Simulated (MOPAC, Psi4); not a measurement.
Intermolecular potential of HBr ··· H4O4Si (SMILES Br and O[Si](O)(O)O). Monomers: optimised at B3LYP-D3(BJ) (def2-TZVP), held rigid. Orientation: a random orientation, not optimised. R is the distance of the centres of mass, along which the second monomer moves.

Geometry at R = 4.92 Å (first 2 atoms: monomer A):
```
11

Br     0.7124     0.0000     0.0000
H     -0.7124     0.0000     0.0000
O     -2.0801     0.1480     2.5961
Si    -1.8411     0.3602     4.1999
O     -2.1391    -1.0837     4.9077
O     -0.3183     0.9324     4.3690
O     -2.8268     1.4441     4.9268
H     -1.6897     0.7958     2.0041
H     -1.8650    -1.8714     4.4316
H     -0.1031     1.3709     5.1960
H     -3.7063     1.1442     5.1697
```

- PM6, restricted, heats of formation (MOPAC)
- HF/aug-cc-pVDZ, counterpoise-corrected (Psi4)
- SAPT0/jun-cc-pVDZ, frozen core (Psi4)

Interaction energies in kcal/mol:

```csv
R / Å,PM6,HF/aug-cc-pVDZ
4.29,1.28,6.27
4.48,0.85,3.66
4.71,0.70,1.98
4.92,0.65,1.20
5.14,0.61,0.76
5.30,0.58,0.56
5.61,0.50,0.35
5.90,0.42,0.25
6.40,0.31,0.16
7.13,0.19,0.09
8.12,0.10,0.05
9.42,0.05,0.02
```

### Question
Estimate the SAPT0/jun-cc-pVDZ values at these points.

### Answer
4.29: 3.84; 4.48: 2.00; 4.71: 0.93; 4.92: 0.48; 5.14: 0.27; 5.30: 0.19; 5.61: 0.12; 5.90: 0.10; 6.40: 0.08; 7.13: 0.06; 8.12: 0.03; 9.42: 0.02 (kcal/mol).
